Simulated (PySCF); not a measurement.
PySCF job for Al(Me)2(OH) cation (C2H7AlO), SMILES [CH3][Al]([CH3])[OH] (connectivity only; charge and spin as stated), charge +1, multiplicity 2, PBE-D3(BJ)/def2-SVP. Coordinates come from a PBE-D3(BJ)/def2-SVP optimisation. The multiplicity is an assumed one; no other spin state was optimised. The isomer is the one that the SMILES or the coordinates give; other isomers of the formula were not compared. The values are those of a single conformer.

```python
import numpy as np
from pyscf import gto, scf, dft, df
from pyscf.hessian import thermo

mol = gto.M(
    atom='''
    Al    0.09918735   -0.02998066    0.08697434
    C    -1.53554024   -1.20815418   -0.10014224
    H    -1.54427407   -1.55892028   -1.15018638
    H    -2.40593059   -0.57293389    0.15379708
    H    -1.31626480   -2.00080618    0.64395695
    C     0.02079073    1.56751313   -1.15604896
    H     0.94778170    1.43153461   -1.75081709
    H     0.07343676    2.41122659   -0.43705488
    H    -0.90793376    1.53849086   -1.75219109
    O     1.35715916   -0.31720594    1.12198513
    H     2.09497295   -0.47734950    1.72309503
    ''',
    basis='def2-SVP',
    charge=1,
    spin=1,
    max_memory=1600,
    verbose=3,
)
mf = dft.UKS(mol, xc='pbe').density_fit(auxbasis='def2-universal-jkfit')
mf.disp = 'd3bj'
mf.grids.level = 3
mf.conv_tol = 1e-11
mf.max_cycle = 100
mf.kernel()
fine, coarse = mf.grids, dft.Grids(mol).set(level=1).build(with_non0tab=True)
for _ in range(3):  # follow internal instabilities
    mf.grids = coarse
    mo, _, stable, _ = mf.stability(return_status=True, nroots=4)
    mf.grids = fine
    if stable:
        break
    mf.kernel(mf.make_rdm1(mo, mf.mo_occ))

# [left out here: the lines that compute and print the analytic Hessian (its translational invariance restored by hand, since the grid's response is missing), thermochemistry and intensities]
```

Output:

```

WARN: HOMO -0.306589414822488 >= LUMO -0.306589414822489

converged SCF energy = -397.295183994339  <S^2> = 0.75469364  2S+1 = 2.0046881
<class 'pyscf.df.df_jk.DFUKS'> wavefunction is stable in the internal stability analysis

WARN: DFTD3 does not support analytical Hessian, using finite difference


WARN: Mole.unit (angstrom) is changed to Bohr

Mode                                 0                   1                   2
Irrep
Freq [cm^-1]                      -17.3197             43.7881            128.1689
Reduced mass [au]                   1.0515              1.0390              3.4675
Force const [Dyne/A]               -0.0002              0.0012              0.0336
Char temp [K]                     -24.9192             63.0014            184.4065
Normal mode                   x     y     z       x     y     z       x     y     z
       0  Al                -0.00  0.00  0.00    0.01 -0.01 -0.02   -0.06  0.01 -0.05
       1   C                -0.01  0.01  0.01   -0.02  0.02  0.03    0.02 -0.11  0.10
       2   H                 0.30 -0.35  0.13   -0.24  0.21 -0.03   -0.01 -0.16  0.11
       3   H                -0.08  0.10 -0.46    0.05  0.00  0.32   -0.01 -0.16  0.11
       4   H                -0.23  0.26  0.35    0.10 -0.12 -0.16    0.12 -0.06  0.12
       5   C                -0.01  0.01  0.02    0.00 -0.00 -0.01    0.13  0.07  0.03
       6   H                 0.13  0.17  0.21    0.26  0.27  0.32    0.16  0.04  0.08
       7   H                -0.30  0.01  0.04   -0.49 -0.00  0.03    0.16  0.03  0.07
       8   H                 0.11 -0.13 -0.17    0.22 -0.25 -0.33    0.16  0.17 -0.02
       9   O                 0.02 -0.02 -0.03   -0.00  0.00  0.00   -0.05  0.02 -0.04
      10   H                 0.03 -0.04 -0.05   -0.01  0.01  0.01   -0.04  0.02 -0.05
Mode                                 3                   4                   5
Irrep
Freq [cm^-1]                      131.5845            155.3097            290.8031
[...]
       6   H                -0.02  0.04 -0.02    0.02 -0.19  0.16   -0.01  0.03 -0.05
       7   H                 0.00 -0.03  0.04    0.03 -0.19  0.16   -0.02  0.05 -0.03
       8   H                -0.02  0.02  0.03    0.04 -0.01  0.03   -0.04  0.00 -0.03
       9   O                 0.03 -0.04 -0.05   -0.05  0.01 -0.04   -0.01  0.01 -0.01
      10   H                -0.44  0.50  0.67   -0.03  0.05 -0.06   -0.14 -0.24  0.09
Mode                                 9                  10                  11
Irrep
Freq [cm^-1]                      552.2215            557.3671            595.4048
Reduced mass [au]                   1.1743              1.1306              1.1871
Force const [Dyne/A]                0.2110              0.2069              0.2479
Char temp [K]                     794.5238            801.9272            856.6550
Normal mode                   x     y     z       x     y     z       x     y     z
       0  Al                -0.03  0.01 -0.02   -0.01  0.01  0.02   -0.02  0.02  0.03
       1   C                 0.05 -0.02  0.05   -0.01  0.01  0.02    0.04 -0.05 -0.06
       2   H                 0.21  0.27 -0.05    0.17  0.10 -0.02   -0.51 -0.33  0.04
       3   H                 0.21  0.25 -0.07   -0.16 -0.17 -0.03    0.42  0.42  0.09
       4   H                -0.47 -0.29 -0.10    0.05 -0.02 -0.04   -0.07  0.08  0.11
       5   C                 0.05 -0.02  0.04    0.04 -0.05 -0.07    0.02 -0.02 -0.02
       6   H                -0.05  0.18 -0.16   -0.02  0.53 -0.27   -0.01  0.16 -0.09
       7   H                -0.05  0.12 -0.13   -0.07 -0.44  0.43   -0.02 -0.13  0.13
       8   H                -0.08 -0.37  0.24   -0.08  0.12  0.11   -0.02  0.02  0.04
       9   O                -0.02  0.00 -0.01    0.00 -0.00 -0.00    0.00 -0.00 -0.00
      10   H                 0.00  0.03 -0.02    0.01 -0.02 -0.02    0.04 -0.05 -0.07
Mode                                12                  13                  14
Irrep
Freq [cm^-1]                      624.6790            922.8947            963.3769
Reduced mass [au]                   1.1319             10.1667              1.1365
Force const [Dyne/A]                0.2602              5.1019              0.6215
Char temp [K]                     898.7741           1327.8400           1386.0849
Normal mode                   x     y     z       x     y     z       x     y     z
       0  Al                -0.01 -0.00 -0.00    0.09 -0.02  0.08   -0.01 -0.02  0.01
       1   C                -0.03  0.03 -0.04   -0.02 -0.02  0.00   -0.05 -0.03 -0.01
       2   H                -0.15 -0.21  0.04    0.03  0.03 -0.01    0.29  0.19 -0.08
       3   H                -0.17 -0.21  0.06    0.02  0.03 -0.00    0.21  0.29  0.05
       4   H                 0.35  0.22  0.06   -0.00 -0.01  0.01    0.36  0.19  0.10
       5   C                 0.06 -0.00  0.05    0.01  0.02 -0.01    0.00 -0.05  0.04
       6   H                -0.07  0.17 -0.19    0.00 -0.02 -0.00   -0.07  0.35 -0.18
       7   H                -0.08  0.18 -0.17   -0.01 -0.00  0.02    0.01  0.25 -0.31
       8   H                -0.11 -0.54  0.33   -0.01 -0.05  0.03    0.11  0.30 -0.16
       9   O                -0.00  0.01 -0.01   -0.14  0.03 -0.12    0.00  0.00 -0.00
      10   H                -0.01 -0.01  0.00   -0.15  0.04 -0.13    0.02  0.04 -0.02
Mode                                15                  16                  17
Irrep
Freq [cm^-1]                     1087.8570           1301.9802           1309.4456
Reduced mass [au]                   1.2209              1.0827              1.0798
Force const [Dyne/A]                0.8513              1.0813              1.0908
Char temp [K]                    1565.1840           1873.2597           1884.0007
Normal mode                   x     y     z       x     y     z       x     y     z
       0  Al                -0.01  0.00 -0.01    0.00 -0.00  0.00   -0.00  0.00  0.00
       1   C                -0.07 -0.05 -0.01   -0.00  0.01 -0.01   -0.04  0.04  0.05
       2   H                 0.31  0.19 -0.08    0.06 -0.07  0.02    0.07 -0.37  0.18
       3   H                 0.22  0.30  0.06    0.01 -0.01  0.10    0.03  0.26 -0.32
       4   H                 0.31  0.15  0.09   -0.03 -0.01 -0.02    0.35 -0.40 -0.52
       5   C                 0.00  0.07 -0.05   -0.07 -0.02 -0.03   -0.01  0.01  0.01
       6   H                 0.07 -0.31  0.16    0.29  0.40  0.42   -0.04 -0.00 -0.05
       7   H                -0.00 -0.22  0.28    0.64  0.01 -0.11    0.05 -0.02  0.03
       8   H                -0.11 -0.32  0.16   -0.11 -0.17  0.06    0.05 -0.06 -0.08
       9   O                 0.02 -0.00  0.01   -0.00  0.00 -0.00   -0.00  0.00  0.00
      10   H                 0.01 -0.00  0.01   -0.00 -0.00 -0.00    0.00 -0.00 -0.00
Mode                                18                  19                  20
Irrep
Freq [cm^-1]                     1333.0986           1336.5554           2965.1067
Reduced mass [au]                   1.0728              1.0734              1.0225
Force const [Dyne/A]                1.1233              1.1298              5.2967
Char temp [K]                    1918.0321           1923.0057           4266.1284
Normal mode                   x     y     z       x     y     z       x     y     z
       0  Al                 0.00  0.00 -0.00    0.00 -0.00 -0.00   -0.00 -0.00 -0.00
       1   C                -0.03  0.04 -0.05   -0.00  0.01  0.01   -0.01 -0.01  0.00
       2   H                 0.46 -0.44  0.11    0.00 -0.05  0.03   -0.00  0.03  0.10
       3   H                 0.11 -0.04  0.64    0.01  0.04 -0.05    0.08 -0.06 -0.03
       4   H                -0.23 -0.06 -0.10    0.05 -0.06 -0.08   -0.03  0.09 -0.08
       5   C                 0.01  0.00  0.00    0.03 -0.04 -0.05   -0.01 -0.03  0.01
       6   H                -0.04 -0.06 -0.06    0.27 -0.02  0.32    0.51 -0.08 -0.32
       7   H                -0.10 -0.00  0.01   -0.36  0.11 -0.19    0.03  0.46  0.40
       8   H                 0.02  0.04 -0.01   -0.35  0.39  0.53   -0.37 -0.02 -0.23
       9   O                -0.00 -0.00 -0.00   -0.00  0.00  0.00    0.00  0.00  0.00
      10   H                -0.00  0.00 -0.00   -0.00  0.00  0.00   -0.00  0.00 -0.00
Mode                                21                  22                  23
Irrep
Freq [cm^-1]                     2970.0874           3107.1875           3124.2428
Reduced mass [au]                   1.0213              1.1100              1.1110
Force const [Dyne/A]                5.3079              6.3139              6.3894
Char temp [K]                    4273.2945           4470.5511           4495.0899
Normal mode                   x     y     z       x     y     z       x     y     z
       0  Al                 0.00 -0.00  0.00   -0.00  0.00  0.00   -0.00  0.00 -0.00
       1   C                -0.02 -0.02  0.00   -0.00  0.00  0.00   -0.04  0.05 -0.07
       2   H                -0.01  0.16  0.50   -0.00 -0.01 -0.02    0.00  0.15  0.42
       3   H                 0.41 -0.31 -0.12    0.02 -0.01 -0.01    0.33 -0.23 -0.10
       4   H                -0.13  0.44 -0.42    0.00  0.00 -0.00    0.13 -0.52  0.48
       5   C                 0.00  0.01 -0.00   -0.04  0.05  0.06   -0.00 -0.00 -0.00
       6   H                -0.10  0.02  0.07    0.56 -0.07 -0.36    0.01 -0.00 -0.01
       7   H                -0.01 -0.09 -0.08   -0.04 -0.51 -0.43    0.00  0.01  0.01
       8   H                 0.08  0.01  0.05   -0.01  0.00  0.01    0.03 -0.00  0.02
       9   O                -0.00  0.00 -0.00    0.00 -0.00 -0.00    0.00 -0.00  0.00
      10   H                 0.00 -0.00  0.00    0.00 -0.00 -0.00   -0.00 -0.00 -0.00
Mode                                24                  25                  26
Irrep
Freq [cm^-1]                     3134.4067           3154.3769           3890.9801
Reduced mass [au]                   1.1105              1.1104              1.0743
Force const [Dyne/A]                6.4281              6.5097              9.5826
Char temp [K]                    4509.7133           4538.4461           5598.2541
Normal mode                   x     y     z       x     y     z       x     y     z
       0  Al                -0.00  0.00  0.00   -0.00 -0.00 -0.00    0.00 -0.00  0.00
       1   C                -0.04  0.05  0.06    0.00 -0.00  0.00   -0.00  0.00 -0.00
       2   H                -0.01 -0.21 -0.62    0.00 -0.00 -0.01   -0.00  0.00 -0.00
       3   H                 0.54 -0.39 -0.15   -0.01  0.01  0.00   -0.00  0.00 -0.00
       4   H                -0.00 -0.01  0.02   -0.01  0.02 -0.02    0.00 -0.00  0.00
       5   C                 0.00 -0.00 -0.00   -0.08 -0.02 -0.04   -0.00 -0.00 -0.00
       6   H                -0.02  0.00  0.01    0.24 -0.04 -0.16    0.00 -0.00 -0.00
       7   H                 0.00  0.02  0.02    0.01  0.23  0.19   -0.00  0.00  0.00
       8   H                 0.00 -0.00  0.00    0.71  0.02  0.46    0.00  0.00 -0.00
       9   O                -0.00  0.00  0.00    0.00 -0.00  0.00   -0.05  0.01 -0.04
      10   H                -0.00  0.00  0.00   -0.00  0.00 -0.00    0.74 -0.16  0.60
temperature 298.1500 [K]
pressure 101325.00 [Pa]
Rotational constants [GHz] 5.38080 5.19864 2.74340
Symmetry number 1
Zero-point energy (ZPE) 0.07962 [Eh]   209046.856 [J/mol]
                           tot       elec      trans        rot        vib
Entropy [J/mol/K]       360.513      5.763    162.435    108.118     84.197
Cv [J/mol/K]            107.284      0.000     12.472     12.472     82.341
Cp [J/mol/K]            115.599      0.000     20.786     12.472     82.341
Internal energy [J/mol]                      3718.434   3718.434 222155.207
Internal energy [Eh]   -397.20774  -397.29518
Enthalpy [J/mol]                             6197.391   3718.434 222155.207
Enthalpy [Eh]          -397.20679
Gibbs free energy [J/mol]                  -42232.500 -28516.949 197051.953
Gibbs free energy [Eh] -397.24773
mode   freq/cm-1   IR/(km/mol)
   1      -17.32         0.014
   2       43.79         0.027
   3      128.17         0.082
   4      131.58         0.398
   5      155.31        19.514
   6      290.80       264.591
   7      331.92       164.254
   8      460.98         0.009
   9      476.08         1.972
  10      552.22         1.434
  11      557.37         9.003
  12      595.40        28.988
  13      624.68        12.928
  14      922.89         6.653
  15      963.38       206.048
  16     1087.86        10.544
  17     1301.98        23.096
  18     1309.45        15.785
  19     1333.10        11.141
  20     1336.56         5.238
  21     2965.11        59.232
  22     2970.09        32.140
  23     3107.19        23.365
  24     3124.24        13.433
  25     3134.41        18.083
  26     3154.38        11.461
  27     3890.98       568.483
max |gradient| / (hartree/bohr): 4.89145809876281e-05
APT charges: [ 0.6594  0.1371  0.0411  0.0412  0.0216  0.1421  0.0313  0.0314  0.0376
 -0.6608  0.5182]
```

The run converged. The end point has an imaginary mode, so it is no minimum.

Cost: about 7 core-minutes (a rough figure).
